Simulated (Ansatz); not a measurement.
`C[NH][InH][F]` and `C[NH][InH][OH]` differ in one atom or group.

Ansatz, PBE0-D4/def2-TZVP geometries, multiplicity 1. Each molecule was computed in one conformer, which needn't be the lowest.

Elements past krypton have def2 core potentials.

| property | `C[NH][InH][F]` |
| --- | --- |
| LUMO energy (B3LYP/def2-TZVPP) / eV | -1.28 |
| HOMO–LUMO gap (PBE0/def2-TZVPP) / eV | 5.70 |
| size of the dipole moment (B3LYP/def2-TZVPP) / D | 3.34 |
| HOMO–LUMO gap (B3LYP/def2-TZVPP) / eV | 5.23 |
| HOMO–LUMO gap (PBE/def2-TZVPP) / eV | 3.76 |
| size of the dipole moment (PBE/def2-TZVPP) / D | 3.21 |

(1) Give the same properties after the change, and the shifts. (An estimate is asked.)

Answers

(1) Computed: 
| property | `C[NH][InH][OH]` | shift |
| --- | --- | --- |
| LUMO energy (B3LYP/def2-TZVPP) / eV | -0.98 | 0.30 |
| HOMO–LUMO gap (PBE0/def2-TZVPP) / eV | 5.77 | 0.07 |
| size of the dipole moment (B3LYP/def2-TZVPP) / D | 2.34 | -1.00 |
| HOMO–LUMO gap (B3LYP/def2-TZVPP) / eV | 5.29 | 0.06 |
| HOMO–LUMO gap (PBE/def2-TZVPP) / eV | 3.72 | -0.04 |
| size of the dipole moment (PBE/def2-TZVPP) / D | 2.29 | -0.92 |

With PBE0 the HOMO rises by 0.22 eV and the LUMO rises by 0.29 eV, so the gap widens by about 0.07 eV. PBE moves the HOMO by 0.25 eV and ωB97M-V by 0.21 eV. Dipoles are sizes alone; their direction can turn.

B3LYP here is the variant with VWN-RPA as its local correlation; programs differ in this.
